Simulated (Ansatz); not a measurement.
`B[N](C)[GeH3]` + `B1O[SiH2]1` → `[GeH3][SiH]1BO1` + `BNC` at 298.15 K and 1 bar (formal exchange of groups at a Ge–N bond).

Program: Ansatz. Geometries: PBE0-D4/def2-TZVP. ΔE: electronic, gas phase. CBS: MP2 limit from def2 TZ/QZ plus the TZ coupled-cluster correction, frozen cores. For Ge outer-core shells are correlated without core-valence functions, which leaves a few kJ/mol of doubt a bond. Scalar relativity is left out up to krypton.

| species | CCSD(T)/CBS energy (Eh) | H − E (kJ/mol) | S (J/(mol·K)) |
| --- | --- | --- | --- |
| `B[N](C)[GeH3]` | -2198.49616 | 255.3 | 333.9 |
| `B1O[SiH2]1` | -390.85529 | 98.3 | 264.3 |
| `[GeH3][SiH]1BO1` | -2468.17523 | 147.3 | 342.3 |
| `BNC` | -121.18426 | 215.2 | 268.0 |

H − E and S are ideal-gas, rigid-rotor, harmonic terms from PBE0-D4/def2-TZVP, for one conformer and one mirror image of each species. 1 Eh = 2625.50 kJ/mol, R = 8.31446 J/(mol·K).

Q: By hand: ΔE, ΔH, ΔS and ΔG.

A: ΔE = (-2468.17523) + (-121.18426) − (-2198.49616) − (-390.85529) = -0.00804 Eh = -21.1 kJ/mol. Δ(H − E) = 147.3 + 215.2 − 255.3 − 98.3 = 8.9, so ΔH = -12.2 kJ/mol. ΔS = 342.3 + 268.0 − 333.9 − 264.3 = 12.1 J/(mol·K). ΔG = -12.2 − 298.15 × (12.1)/1000 = -15.8 kJ/mol.

Q: By hand: the equilibrium constant, and the temperature at which ΔG would vanish if ΔH and ΔS stayed fixed.

A: log₁₀ K = −ΔG/(RT ln 10) = 2.8. ΔH and −TΔS have one sign here, so there is no such temperature.

The number of gas molecules stays the same, so ΔS is small and ΔH decides. A doubt of 5 kJ/mol in ΔE shifts log₁₀ K by 0.9 here. Other conformers and mirror images would add mixing entropy, several J/(mol·K) or more a flexible species. These are equilibria of isolated gas molecules and say nothing of rates. Largest T1 diagnostic: 0.017 (customary marks: 0.02 for closed shells, 0.045 for open ones).

ΔS is within the doubt of such terms, so its sign, and with it that verdict, could turn.
